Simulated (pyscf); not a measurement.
F–SiH₂–O–SiH₂–O–SiH₃, singlet

Gas-phase minimum from PySCF at ωB97X-D3(BJ)/def2-SVP, one conformer. 

```xyz
13

F      0.8349     1.5719    -1.8550
Si     1.5460     0.1037    -1.7906
O      1.7410    -0.2839    -0.2037
Si     0.7609    -0.0660     1.1269
O     -0.7309     0.4034     0.6061
Si    -1.5972     1.7437     0.1167
H      0.6404    -0.8471    -2.4769
H      2.8727     0.2066    -2.4364
H      1.3625     0.9863     1.9862
H      0.6415    -1.3598     1.8369
H     -2.8048     1.8535     0.9815
H     -0.7705     2.9730     0.2709
H     -2.0226     1.5696    -1.2960
```

Bonded distances (Å): F1–Si2 1.633, Si2–O3 1.645, Si2–H7 1.482, Si2–H8 1.479, O3–Si4 1.667, Si4–O5 1.648, Si4–H9 1.486, Si4–H10 1.481, O5–Si6 1.669, Si6–H11 1.489, Si6–H12 1.489, Si6–H13 1.486. Angles (°): F1–Si2–O3 107.6, F1–Si2–H7 107.0, F1–Si2–H8 108.1, O3–Si2–H7 111.6, O3–Si2–H8 109.3, H7–Si2–H8 113.0, Si2–O3–Si4 132.0, O3–Si4–O5 108.5, O3–Si4–H9 108.4, O3–Si4–H10 108.4, O5–Si4–H9 110.3, O5–Si4–H10 109.1, H9–Si4–H10 112.0, Si4–O5–Si6 142.3 (the first ones only).

Properties at ωB97X-D3(BJ)/def2-SVP:

| Item | Result |
|---|---|
| Harmonic wavenumbers, unscaled | 29, 58, 80, 84, 119, 165, 273, 401, 605, 662, 698, 718, 741, 744, 749, 774, 863, 907, 965, 980, 983, 992, 1010, 1021, 1086, 1116, 2268, 2271, 2287, 2291, 2311, 2317, 2327 cm⁻¹ |
| Zero-point energy | 47.0 kcal/mol |
| Rotational symmetry number | 1 |
| Entropy of this conformer at 298 K and 1 atm, rigid rotor and harmonic oscillator, modes under 100 cm⁻¹ raised to 100 | 397.7 J/(mol K) |
| Dipole moment | 0.54 D |

Single-point totals, which compare only within one level:

```csv
level,total energy (hartree)
ωB97X-D3(BJ)/def2-TZVP,-1123.47761
PBE/def2-TZVP,-1122.63633
r²SCAN/def2-TZVP,-1123.17223
B3LYP-D3(BJ)/def2-TZVP,-1123.45785
PBE0-D3(BJ)/def2-TZVP,-1122.74165
M06-2X/def2-TZVP,-1123.21906
ωB97M-D3(BJ)/def2-TZVP,-1123.54402
```

The lowest mode is so soft that the shape along it may change with the basis. Soft torsions are taken as harmonic, which can shift the entropy by several J/(mol K).
